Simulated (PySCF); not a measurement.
trisilylamine (H9NSi3), SMILES [SiH3]N([SiH3])[SiH3]. Atoms are numbered in the order given.

```xyz
13

Si     0.2930     1.6645     0.4916
N      0.0132     0.0180    -0.0720
Si    -1.6267    -0.5166    -0.4347
Si     1.3299    -1.1532    -0.0358
H     -0.6901     2.5724    -0.1631
H      0.1337     1.7953     1.9718
H      1.6829     2.0672     0.1375
H     -2.3927     0.6264    -1.0058
H     -1.5638    -1.6365    -1.4151
H     -2.3506    -1.0011     0.7797
H      1.4667    -1.8164     1.2965
H      1.0663    -2.2077    -1.0546
H      2.6092    -0.4520    -0.3379
```
Charge 0, spin multiplicity 1.

The structure is a stationary point at B3LYP-D3(BJ)/def2-SVP. The geometry has at least one imaginary mode, so it is a saddle point at that level.

Level of theory: SMD-M06-2X/def2-SVP run with PySCF.

Solvation free energies are E(SMD) − E(gas) at the gas-phase geometry, for 1 M in both phases. In vacuum the dipole moment is 0.14 D.

```csv
solvent,ΔG(solv) (kcal/mol),its non-electrostatic (CDS) part,dipole (D)
water,4.2,4.7,0.16
acetone,-0.4,0.1,0.16
dichloromethane,-0.6,-0.2,0.16
```
